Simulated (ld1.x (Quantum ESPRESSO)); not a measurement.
## Nb: variants of one ultrasoft potential

Base potential:

niobium, ultrasoft, made with ld1.x (Quantum ESPRESSO) 7.5 (LDA (PZ), scalar-relativistic). Core [Kr], reference 4d4 5s1 5p0. Waves: 5s (bound): rcut 3.40, rcutus 3.65 bohr; 5s channel at 0.05 Ry: rcut 3.40, rcutus 3.65 bohr; 5p (bound, empty): rcut 3.45, rcutus 4.60 bohr; 5p channel at 2.95 Ry: rcut 3.45, rcutus 4.60 bohr; 4d (bound): rcut 2.00, rcutus 2.75 bohr; 4d channel at 2.65 Ry: rcut 2.00, rcutus 2.75 bohr. Local part: all-electron potential smoothed inside 2.95 bohr (lloc = -2). Core correction: none. Augmentation charge: built from norm-conserving waves at rcut, not smoothed further.

Cutoffs, loose and tight: the cutoffs (Ry, on a coarse ladder) from which the occupation-weighted sum of valence levels, in a spherical-Bessel basis at the reference potential, stays within 10 and 1 mRy of its value at 400 Ry. They do not see the model core or the augmentation charge, which bear on the density cutoff. Test errors are all-electron minus pseudo excitation energies from the reference, over the configurations 4d4 5s0 5p0; 4d3 5s0 5p0; 4d2 5s0 5p0; 4d3 5s1 5p0; 4d5 5s0 5p0; 4d1 5s0 5p0; 4d3 5s2 5p0 (two spin-polarised tests are not counted in the largest error). A dash means not determined; rows that change the core or the reference have their own tests.

Cutoffs are not given where the Bessel-basis levels miss the radial ones by over 6 mRy, ghosts where they miss by over 20 mRy; a channel whose overlap is not positive is not tested.

| change | outcome | cutoff, loose | cutoff, tight | bound ghosts | largest test error (meV) |
| --- | --- | --- | --- | --- | --- |
| base | generated | – | – | not determined | test run stopped at test 1 of 9 (negative rho) |
| type TM; waves now 5s (bound): rc 3.65 bohr; 5p (bound): rc 4.60 bohr; 4d (bound): rc 2.75 bohr; local potential all-electron potential smoothed inside 3.00 bohr (lloc = -2) | generated | 25 Ry | 30 Ry | none | +421 |
| local potential all-electron potential smoothed inside 2.06 bohr (lloc = -2) | generated | – | – | not determined | test run stopped at test 1 of 9 (negative rho) |
| waves 5s (bound): rcut 2.68, rcutus 2.84 bohr; 5s channel at 0.05 Ry: rcut 2.68, rcutus 2.84 bohr | failed: chargeps: negative rho | – | – | – | – |
| waves 4d (bound): rcut 2.00, rcutus 2.34 bohr; 4d channel at 2.65 Ry: rcut 2.00, rcutus 2.34 bohr | generated | – | – | not determined | -196 |
| augmentation PSQ, radius 2.15 bohr | generated | 12 Ry | 18 Ry | none | +250 |

(1) What comes out with this change to the base: all radii scaled by about 1.12 (s 4.10, p 5.16, d 3.08 bohr, rcut 3.82/3.86/2.24); local potential all-electron potential smoothed inside 3.30 bohr (lloc = -2)?

Answers

(1) outcome: failed: run_pseudo: Errors in PS-KS equation. Cause: the pseudo-atom solver did not find the valence states with the expected number of nodes, which is the usual sign of a ghost state.
